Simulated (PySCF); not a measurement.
Compound: C4H6O2Si.
Numbering: `[SiH3:1][O:2][c:3]1[cH:4][cH:5][o:6][cH:7]1` (hydrogens: H8, H9, H10 on Si1; H11 on C4; H12 on C5; H13 on C7)

Torsions of this conformer, `[SiH3:1][O:2][c:3]1[cH:4][cH:5][o:6][cH:7]1`: Si1–O2–C3–C4 0°.

The closed-shell ground state was solved at several levels (PySCF, density fitting, gas phase, non-relativistic). The structure is a single PBE0-D3(BJ)/def2-SVP conformer in the gas phase; no vibrational or solvent corrections.

```tsv
level	basis functions	total energy (Eh)	HOMO (eV)	LUMO (eV)	gap (eV)	dipole (D)
PBE0/pcSseg-1	156	-595.4500	-6.35	0.21	6.56	1.44
KT3/pcSseg-2	343	-602.9326	-5.25	-0.95	4.30	1.23
```

Task: What might CAM-B3LYP/def2-SVPD (198 basis functions) give for the same quantities?

Result: Total energy -595.5343 Eh, HOMO -7.66 eV, LUMO 0.96 eV, gap 8.62 eV, dipole 1.40 D.

Task: Over all these levels, which gives the widest orbital gap and which the narrowest?

Result: CAM-B3LYP/def2-SVPD (range-separated hybrid) has the widest, 8.62 eV, and KT3/pcSseg-2 (GGA) the narrowest, 4.30 eV. Functional and basis both differ between the two, so the spread mixes both effects.

Task: How far do the dipole and the HOMO energy spread over the levels?

Result: The dipole runs from 1.23 to 1.44 D (mean 1.36 D) and the HOMO from -7.66 to -5.25 eV.
